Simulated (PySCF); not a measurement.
# Static response to an electric field

Compound: C6H8F2O.
Numbering: `[CH2:1]=[CH:2][C:3](=[CH2:4])[CH2:5][O:6][CH:7]([F:8])[F:9]` (hydrogens: H10, H11 on C1; H12 on C2; H13, H14 on C4; H15, H16 on C5; H17 on C7)

Cartesian coordinates in Å at the GFN2-xTB level; atoms count from 1:
```
atom  x, y, z in Å
C1    -1.8657    1.2705    0.1992
C2    -1.8521    0.0272   -0.2667
C3    -0.6661   -0.7555   -0.5825
C4    -0.7622   -2.0149   -1.0064
C5     0.6839   -0.1135   -0.4140
O6     0.9403    0.0329    1.0011
C7     2.0600    0.6705    1.3121
F8     3.1728    0.0945    0.7786
F9     2.0904    1.9498    0.8377
H10   -2.7925    1.7755    0.4114
H11   -0.9685    1.8295    0.3999
H12   -2.7878   -0.4899   -0.4362
H13   -1.7178   -2.4928   -1.1369
H14    0.1057   -2.6090   -1.2346
H15    1.4667   -0.7418   -0.8510
H16    0.7066    0.8733   -0.8902
H17    2.1795    0.7058    2.4053
```

Level: PBE0/def2-SVPD (PySCF), static field, nuclei fixed, core orbitals frozen in the response. The polarisability tensor in these axes (au):

```
x   80.99 -2.69  2.90
y   -2.69 98.52 17.06
z    2.90 17.06 66.30
```

**Question.** What are the eigenvalues, a third of the trace, and Δα (Δα² = ½Σ(αi − αj)² over the three pairs)?

**Answer.** Principal values 58.33, 81.53 and 105.95 au; mean 81.94 au = 12.14 Å³ = 13.51 × 10⁻⁴⁰ C²·m²/J; Δα = 41.24 au (50 % of the mean).

**Question.** What is the dipole moment, and where does it point?

**Answer.** (-1.29, -0.79, -0.26) D, 1.54 D in size, pointing from the negative to the positive side. Measured along this direction, the outermost atoms are F9 and F8 at the negative end and H13 at the positive end.

**Question.** Rayleigh depolarisation ratio (linearly polarised light, static tensor)?

**Answer.** ρ = 3Δα²/(45ᾱ² + 4Δα²) = 5103.1/(302109 + 6804.2) = 0.0165.

**Question.** Give the principal axes and the span of the nuclei along them.

**Answer.** Largest value along (-0.05, 0.92, 0.39), where the nuclei span 4.89 Å; middle along (0.99, -0.02, 0.17), 6.07 Å; least along (-0.16, -0.39, 0.90), 2.81 Å. The strongest response doesn't lie along the longest of the three spans.

**Question.** Orientational against electronic polarisability at 298 K (dilute gas, rigid molecules)?

**Answer.** In Gaussian units μ²/3kT = 19.15 Å³ against 12.14 Å³, a ratio of 1.58; the Debye molar polarisation (4π/3)N_A(α + μ²/3kT) is 78.9 cm³/mol, leaving out the vibrational part.

The structure is a single GFN2-xTB conformer in the gas phase; no vibrational or solvent corrections.
